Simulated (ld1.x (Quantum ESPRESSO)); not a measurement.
# Debugging a pseudopotential input (Cr (Z = 24), ld1.x (Quantum ESPRESSO) 7.5)

Command:

```bash
ld1.x < Cr.in > Cr.out
```

Input:

```
&input
   title='Cr', zed=24., rel=1, dft='PBE', iswitch=3,
   config='[Ar] 3d4 4s2 4p0',
   nld=3, rlderiv=2.45, eminld=-8.0, emaxld=5.0, deld=0.04
 /
 &inputp
   pseudotype=3, lpaw=.true., tm=.true., lloc=-1, rcloc=1.10,
   nlcc=.true., new_core_ps=.true., rcore=0.85,
   which_augfun='BESSEL', rmatch_augfun=1.15,
   file_pseudopw='Cr.UPF', file_wfcaegen='ae.wfc', file_wfcncgen='nc.wfc', file_beta='beta', file_chi='chi', file_wfcusgen='us.wfc'
 /
6
5S  1  0   2.00   0.00  1.30  1.40  0.0
4S  2  0   2.00   0.00  1.30  1.40  0.0
3P  2  1   6.00   0.00  1.75  2.00  0.0
4P  3  1   0.00   0.00  1.75  2.00  0.0
3D  3  2   4.00   0.00  1.75  2.25  0.0
3D  3  2   0.00  -0.15  1.75  2.25  0.0
 &test
   configts(1)='3s2 3p6 3d4 4s2 4p0'
 /
```

This is an input that runs to its end, with one change: label 3S replaced by a shell that config does not hold. The unchanged file is no sound one. The ghost test of this file was not conclusive. Its overlap operator is not positive definite in a basis up to 400 Ry (lowest eigenvalue p -2.18), so the file is unfit for use: the generalised eigenproblem breaks down once the basis is large enough, and its test numbers describe a broken file.

**Question.** How does the run end?

**Answer.** The program refuses the input: "ld1_setup: no all electron for this ps".

```
Program LD1 v.7.5

 %%%%%%%%%%%%%%%%%%%%%%%%%%%%%%%%%%%%%%%%%%%%%%%%%%%%%%%%%%%%%%%%%%%%%%%%%%%%%%
     Error in routine ld1_setup (1):
     no all electron for this ps
 %%%%%%%%%%%%%%%%%%%%%%%%%%%%%%%%%%%%%%%%%%%%%%%%%%%%%%%%%%%%%%%%%%%%%%%%%%%%%%

     stopping ...
```
